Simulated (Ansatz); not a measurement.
# A geometry optimisation of C3H8S2Si with PBE0-D3(BJ)/def2-SVP

The starting geometry of this gas-phase triplet was optimised with GFN2-xTB as a singlet; its bonds are those of `C[C@@H]1CS[SiH2]S1`.

```xyz
14

C     0.3614   -1.2020    0.3557
C    -0.7598   -0.3964   -0.2759
C    -1.0149   -0.7640   -1.7256
S     0.3981   -0.3466   -2.8081
S    -0.4183    1.4074   -0.1505
Si    0.8259    1.5386   -1.8853
H     0.5568   -0.8464    1.3643
H     0.0828   -2.2533    0.4015
H     1.2739   -1.1089   -0.2308
H    -1.6859   -0.5355    0.2890
H    -1.1650   -1.8388   -1.8265
H    -1.8912   -0.2423   -2.1112
H     2.2360    1.5671   -1.5421
H     0.3563    2.6482   -2.6931
```

Problem. Predict what it relaxes into with PBE0-D3(BJ)/def2-SVP.

Solution. A bond breaks, giving a structure given below by its coordinates. Contacts that open: C2–S5 (1.84 → 3.51 Å).

The energy falls by 2.42 eV over 41 steps:

```tsv
step	E − E(last) (eV)
1	2.424
5	0.385
10	0.163
14	0.111
19	0.035
23	0.016
28	0.012
32	0.005
37	0.000
41	0.000
```

Final geometry (Å):

```json
{"atom": "C", "x (Å)": "-0.1346", "y (Å)": "-1.5908", "z (Å)": "0.6255"}
{"atom": "C", "x (Å)": "-0.8747", "y (Å)": "-0.7277", "z (Å)": "-0.3251"}
{"atom": "C", "x (Å)": "-0.7098", "y (Å)": "-0.8604", "z (Å)": "-1.7768"}
{"atom": "S", "x (Å)": "0.9512", "y (Å)": "-0.2296", "z (Å)": "-2.4203"}
{"atom": "S", "x (Å)": "1.5925", "y (Å)": "1.7605", "z (Å)": "-0.0905"}
{"atom": "Si", "x (Å)": "0.7575", "y (Å)": "1.8815", "z (Å)": "-2.0026"}
{"atom": "H", "x (Å)": "-0.6153", "y (Å)": "-1.6110", "z (Å)": "1.6146"}
{"atom": "H", "x (Å)": "-0.0448", "y (Å)": "-2.6254", "z (Å)": "0.2556"}
{"atom": "H", "x (Å)": "0.8958", "y (Å)": "-1.2138", "z (Å)": "0.7781"}
{"atom": "H", "x (Å)": "-1.3488", "y (Å)": "0.1837", "z (Å)": "0.0522"}
{"atom": "H", "x (Å)": "-0.6790", "y (Å)": "-1.9137", "z (Å)": "-2.0983"}
{"atom": "H", "x (Å)": "-1.4859", "y (Å)": "-0.3326", "z (Å)": "-2.3477"}
{"atom": "H", "x (Å)": "1.5375", "y (Å)": "2.6416", "z (Å)": "-3.0198"}
{"atom": "H", "x (Å)": "-0.6853", "y (Å)": "2.2647", "z (Å)": "-2.0835"}
```

No frequencies were run, so the end isn't proven a minimum. Open shells are spin-unrestricted. The triplet needn't be the ground state. Run with Ansatz 0.2.0, 5 min on 4 threads of Arm Neoverse V1 (shared host).
